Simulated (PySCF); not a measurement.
# Silver: a sound run and one with changed settings

Sound run: Ag⁺ [Kr] 4d10, Ag²⁺ [Kr] 4d9. Calculation: PySCF 2.14, in x2c-TZVPall (8s6p6d1f, 63 functions); the spin-free X2C one-electron Hamiltonian (Gaussian nucleus). The sound run starts from symmetry-adapted Hartree-Fock orbitals and uses a fine grid where one is needed.

A second run was set up differently.

| species | method | sound run (hartree) | changed run (hartree) | converged |
| --- | --- | --- | --- | --- |
| Ag⁺ | UHF | -5312.57852 | -5312.57852 | yes |
| Ag⁺ | M06-2X | -5315.55110 | -5315.55110 | yes |
| Ag⁺ | LDA | -5309.58831 | -5309.58831 | yes |
| Ag²⁺ | UHF | -5311.85218 | -5311.85218 | yes |
| Ag²⁺ | M06-2X | -5314.75463 | -5314.74777 | yes |
| Ag²⁺ | LDA | -5308.76675 | -5308.79195 | yes |

Ionisation energy of Ag⁺:

| method | sound run (eV) | changed run (eV) |
| --- | --- | --- |
| UHF | 19.765 | 19.765 |
| M06-2X | 21.673 | 21.860 |
| LDA | 22.356 | 21.670 |

Q: What was changed?
A. minimal basis
B. angular grid far too coarse
C. basis contracted for another Hamiltonian
D. too few SCF iterations

A: B. It used 14 angular points. A coarse angular grid integrates products of high-l functions wrongly, so density functionals can shift, and the SCF can exploit the error; Hartree-Fock and MP2 need no grid.
